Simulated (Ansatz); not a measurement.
Sn(vinyl)I3 (C2H3I3Sn). Total charge 0; singlet. Geometry relaxed at PBE-D4/def2-SVP.

```xyz
9

Sn   -0.1119    0.8403   -0.9868
C     0.0246   -0.9707    0.1729
C     0.1685   -0.9510    1.5059
H    -0.0326   -1.9076   -0.4085
H     0.2265   -0.0178    2.0925
H     0.2369   -1.8898    2.0849
I    -2.2328    2.3402   -0.1834
I    -0.4008    0.1980   -3.6086
I     2.1215    2.3585   -0.6688
```

In the def2 sets I, Sn take a core potential; there is no spin–orbit coupling.

(1) Estimate the harmonic wavenumbers at RKS PBE-D4/def2-SVP (Ansatz, unscaled). Is this a minimum?

Answers

(1) 56i, 47, 48, 63, 67, 97, 163, 205, 207, 270, 458, 495, 933, 938, 961, 1171, 1358, 1609, 3049, 3101, 3141 cm⁻¹. No: 1 imaginary mode, a saddle point. Zero-point energy 109.9 kJ/mol. Run time 1.9 min (2 threads of AMD EPYC 7R13 on a shared host).
